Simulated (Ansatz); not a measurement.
Gas-phase electronic energies from Ansatz, PBE0-D4/def2-TZVP geometries. CCSD(T)/CBS adds triple-zeta CCSD(T) − MP2 to the extrapolated MP2 energy (def2 sets, frozen cores). For Br, Ge outer-core shells are correlated without core-valence functions, which leaves a few kJ/mol of doubt a bond. Scalar relativity is left out up to krypton.

Reaction (formal exchange of groups at a Ge–Br bond): `[Br][GeH2][Br]` + `FC(F)Cl` → `[Cl][GeH2][Br]` + `FC(F)Br`

```csv
species,CCSD(T)/def2-TZVPP energy (Eh)
`[Br][GeH2][Br]`,-7222.30118
`FC(F)Cl`,-697.83924
`[Cl][GeH2][Br]`,-5109.32074
`FC(F)Br`,-2810.81601
```

(1) Work out ΔE.

Largest T1 diagnostic among the species: 0.011.

## Answers

(1) ΔE = (-5109.32074) + (-2810.81601) − (-7222.30118) − (-697.83924) = 0.00367 Eh = +9.6 kJ/mol. CCSD(T)/CBS gives +10.7 kJ/mol.

From BLYP to BHLYP (50 % exact exchange), in def2-TZVPP and without D4, ΔE moves by +5.1 kJ/mol. At CCSD(T), def2-SVP lies +5.6 kJ/mol from the extrapolated value and def2-TZVPP −1.0 kJ/mol.
